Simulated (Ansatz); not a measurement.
Geometry optimisation, RKS B3LYP/6-31G* in Ansatz.

The input (input.yaml):

```yaml
crystal:
  periodic: [false, false, false]
  atoms:
    - { symbol: Si, position_ang: [0.0, 0.0, 0.0] }
    - { symbol: Si, position_ang: [1.3097, 0.0, 2.0349] }
    - { symbol: H, position_ang: [-0.0051, -0.4067, 2.5222] }
    - { symbol: H, position_ang: [2.3193, -0.9353, 2.5222] }
    - { symbol: H, position_ang: [1.6149, 1.342, 2.5222] }
    - { symbol: H, position_ang: [1.6588, 0.0, 0.0648] }
    - { symbol: O, position_ang: [-0.7913, 1.3709, -0.5594] }
    - { symbol: H, position_ang: [-1.7491, 1.1401, -0.7818] }
    - { symbol: O, position_ang: [-0.7913, -1.3709, -0.5594] }
    - { symbol: H, position_ang: [-1.2459, -1.8365, 0.2129] }
basis:
  gaussian: { orbitals: "6-31G*" }
hamiltonian:
  xc: b3lyp
relax:
  f_tol: 0.15
  max_steps: 25
  restrain:
    - { distance: [1, 5], at: 2.66, k: 30.0 }
    - { distance: [0, 1], at: 2.22, k: 30.0 }
    - { distance: [0, 5], at: 1.46, k: 30.0 }
output:
  orbitals: {}
```

Run as:

```bash
$ ansatz run input.yaml --threads 1 --pin off --max-ram 2048MiB --backend cpu --events-out ev --progress --plain --runs-dir out
```

Task: Where does it end, and by what steps?

Result: It converged. The restraints hold the end off the free minimum; the threshold counts their pulls, which the force column leaves out. Restrained pairs: Si2–H6 (2.00 → 2.69 Å), Si1–Si2 (2.42 → 2.25 Å), Si1–H6 (1.66 → 1.46 Å). After 10 steps the energy has fallen by 3.851 eV (the restraints' own energy left out); H3 moved furthest, 0.79 Å.

```
step  energy less start (eV)  largest force component (eV/Å)  accepted
   0                  0.0000                           3.880       yes
   1                 -1.3841                           2.906       yes
   2                 -2.4744                           2.431       yes
   3                 -3.3548                           1.484       yes
   4                 -3.7189                           2.050       yes
   5                 -3.8076                           2.027       yes
   6                 -3.7968                           1.177       yes
   7                 -3.8204                           1.551       yes
   8                 -3.8251                           1.496       yes
   9                 -3.8447                           1.571       yes
  10                 -3.8507                           1.536       yes
```

```xyz
10
Properties=species:S:1:pos:R:3
Si 0.162 0.003 -0.012
Si 0.860 0.003 2.122
H -0.087 -0.150 3.268
H 1.837 -1.123 2.205
H 1.624 1.267 2.318
H 1.545 0.127 -0.474
O -0.651 1.329 -0.591
H -1.609 1.325 -0.462
O -0.590 -1.397 -0.528
H -0.771 -2.080 0.133
```

Time of the run: 50 s on 1 thread of Arm Neoverse V1, on a shared host, peak memory 0.16 GiB.
